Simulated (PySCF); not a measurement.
A structure optimised at PBE-D3(BJ)/def2-SVP, used in a PySCF frequency run:

```
In
N 1 2.0723
H 2 1.0287 1 112.17
H 2 1.0287 3 106.30 1 -122.94
N 1 2.0734 2 119.17 3 26.22
H 5 1.0286 1 112.75 2 154.19
H 5 1.0289 6 106.30 1 122.94
N 1 2.0734 2 119.17 3 -145.78
H 8 1.0286 1 112.75 2 -154.19
H 8 1.0289 9 106.30 1 -122.94
```
Charge 0, spin multiplicity 1.

### Question
Write its SMILES, formula and point group.

### Answer
[NH2][In]([NH2])[NH2], H6InN3, Cs

### Question
What are its rotational constants (standard atomic weights)?

### Answer
4.5760, 4.4518, 2.2826 GHz
